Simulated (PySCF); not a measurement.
Write Cartesian coordinates for `C=C/C=C(\C)c1ccco1` as optimised with PBE0-D3(BJ)/def2-SVP.

```
atom  x, y, z in Å
C1     3.262    1.933   -0.523
C2     2.524    0.819   -0.670
C3     1.140    0.716   -0.266
C4     0.335   -0.372   -0.380
C5     0.757   -1.689   -0.961
C6    -1.039   -0.314    0.078
C7    -2.047   -1.250    0.084
C8    -3.186   -0.616    0.663
C9    -2.791    0.653    0.966
O10   -1.504    0.841    0.617
H11    2.837    2.838   -0.078
H12    4.306    1.973   -0.840
H13    2.995   -0.061   -1.120
H14    0.702    1.615    0.179
H15    0.641   -2.497   -0.221
H16    1.801   -1.685   -1.292
H17    0.128   -1.953   -1.826
H18   -1.979   -2.271   -0.282
H19   -4.171   -1.047    0.832
H20   -3.296    1.504    1.415
```

Orientation and origin are arbitrary. Atoms count from 1 in this order. Of the pairs four or more bonds apart, H13···H16 is among the closest relative to their van der Waals radii: 2.02 Å, 84 % of the sum of Bondi's values. The 8 C–C bonds span 1.344 Å (C1=C2, drawn double) to 1.500 Å (C4–C5, drawn single), a spread of 0.156 Å. The 5-membered ring C6–C7–C8–C9–O10 has internal angles of 105.8° to 110.5° (sum 540°, against 540° for a flat polygon); it is planar, 0.00 Å rms from its mean plane, widest ring torsion 0°. The 10 heavy atoms lie in one plane (0.002 Å rms).

Bonds between heavy atoms (Å): C1=C2 1.344, C2–C3 1.445, C3=C4 1.358, C4–C5 1.500, C4–C6 1.450, C6–C7 1.376, C7–C8 1.426, C8–C9 1.364, C9–O10 1.346, C6–O10 1.357.

Method used: PySCF, PBE0-D3(BJ)/def2-SVP geometry optimisation, gas phase.

Point group: Cs (tolerance 0.08 Å). No frequency check. One conformer, not necessarily the lowest (C1–C2–C3–C4 180°, C3–C4–C6–C7 180°).
